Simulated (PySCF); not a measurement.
Al⁺: excitation energy

Al⁺ [Ne] 3s2 (1S) → Al⁺ [Ne] 3p2 (3P), as a difference of total energies. Calculation: PySCF 2.14, in ANO-RCC-VTZP; scalar relativity by spin-free X2C-1e. Correlated levels: valence and next inner shell: 1s2 frozen. The calculations carry no spin-orbit coupling.

```tsv
method	excitation energy (cm⁻¹)
UHF	86362
MP2 (valence and next inner shell)	92194
SCS-MP2 (valence and next inner shell)	93818
CCSD (valence and next inner shell)	93524
CCSD(T) (valence and next inner shell)	93716
```

Errors of the correlated levels include the incompleteness of this basis and the frozen core.

The basis was made for the ground configuration and has no added diffuse functions, so the excitation energy can come out too high.

For comparison: 94208 cm⁻¹ (measured; NIST levels, between the centres of gravity of the two terms).
